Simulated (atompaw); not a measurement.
# PBE PAW (atompaw) dataset for La (Z = 57), scalar-relativistic all-electron reference.

```json
{"Element": "La (Z = 57)", "Generator": "atompaw 4.2.0.5", "Type": "PAW", "Functional": "PBE", "Relativity": "scalar-relativistic", "Frozen core": "[Kr] 4d10", "Valence charge": "11", "Reference configuration": "4f0 5s2 5p6 5d1 6s1.5 6p0 (charge +0.5)", "Partial waves": "5s (bound): rc 2.70 bohr; 6s (bound): rc 3.00 bohr; 5p (bound): rc 3.00 bohr; 6p (bound, empty): rc 3.00 bohr; 5d (bound): rc 3.00 bohr; 5d channel at 0.75 Ry: rc 3.00 bohr; 4f (bound, empty): rc 1.80 bohr; 4f channel at 3.5 Ry: rc 1.80 bohr", "Local potential": "troulliermartins scheme with l = 4 at -0.5 Ry, radius 2.45 bohr", "Core correction": "smooth core density matched at 2.60 bohr", "Augmentation charge": "sinc compensation charge, radius 2.80 bohr; PAW radius 3.00 bohr; waves and projectors: custom polynom vanderbiltortho"}
```

All-electron outer shells of the reference configuration (PBE, scalar-relativistic, ld1.x):

```
shell  level (eV)  outermost node (bohr)  outermost maximum (bohr)
   4p     -202.79                   0.34                      0.63
   4d     -106.64                   0.32                      0.68
   5s      -41.70                   0.77                      1.41
   5p      -25.17                   0.83                      1.58
   4f       -7.12                      –                      0.75
   6s       -5.94                   1.86                      3.69
   5d       -5.69                   0.95                      2.19
   6p       -3.30                   2.19                      4.69
```

Q: Does the generator finish with these settings?

A: Yes, a potential is produced.

Q: Estimate the cutoffs (Ry, on a coarse ladder) from which the occupation-weighted sum of valence levels, in a spherical-Bessel basis at the reference potential, stays within 10 and 1 mRy of its value at 400 Ry.

A: 10 Ry and 15 Ry. The cutoffs count occupied waves only; the empty 4f level needs 35 Ry at the loose tolerance.

Q: Does the potential have ghost states?

A: No extra level below or beside the all-electron valence levels (s, p, d, f tested).

Q: Is the overlap operator S = 1 + Σ q|β⟩⟨β| positive definite (Bessel basis up to 400 Ry)?

A: Yes: its lowest eigenvalue is 0.67 (s channel).
